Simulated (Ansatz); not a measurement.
Born–Oppenheimer molecular dynamics of Cl4F2H2Mo (9 atoms, charge 0, multiplicity 1). It starts at the highest image of a converged band. Of that band: A vibrational analysis at the climbing image gives one clearly imaginary mode, 382i cm⁻¹, and a faint second one (30i cm⁻¹) that may be numerical noise or a soft torsion: probably a first-order saddle point.

The calculation used RKS PBE/def2-SVP (Ansatz).

```json
{
  "ensemble": "NVE (velocity Verlet)",
  "time step": "0.5 fs",
  "steps asked": "200",
  "starting velocities drawn for": "100 K",
  "seed": "3350"
}
```

First frame:

```xyz
9
Properties=species:S:1:pos:R:3
Mo -0.010 0.201 0.086
Cl -0.783 0.408 2.356
Cl 2.156 0.395 -0.987
Cl -0.140 2.473 -0.138
Cl -2.332 -0.064 -0.112
F 0.557 -1.473 0.640
F -0.291 -0.414 -1.651
H 1.861 0.732 1.153
H 1.335 0.734 1.755
```

Task: How far do the bonds stretch over the last three quarters of this one trajectory? (Pairs bonded in most of those frames.)

Result: 
```
   bond  mean (Å)  spread (Å)  shortest  longest
Mo1–Cl2     2.428       0.044      2.37     2.50
Mo1–Cl3     2.454       0.010      2.44     2.47
Mo1–Cl4     2.286       0.005      2.28     2.29
Mo1–Cl5     2.334       0.010      2.31     2.35
 Mo1–F6     1.860       0.015      1.83     1.88
 Mo1–F7     1.862       0.019      1.83     1.89
 Mo1–H8     2.099       0.112      1.92     2.21
 Mo1–H9     2.087       0.098      1.91     2.19
  H8–H9     0.824       0.023      0.79     0.86
```

Mean temperature of the second half: 73 K. The conserved energy stayed within 0.0054 meV per atom of its start (net change 0.0023 meV per atom), so the integration is sound. A run of 0.1 ps of so small a system gives no equilibrium averages. The orbitals stay closed-shell, which can raise the energy where a bond breaks towards radicals; this wasn't checked here.

Time of the run: 8.5 min on 4 threads of Arm Neoverse V2, on a shared host, peak memory 0.23 GiB.
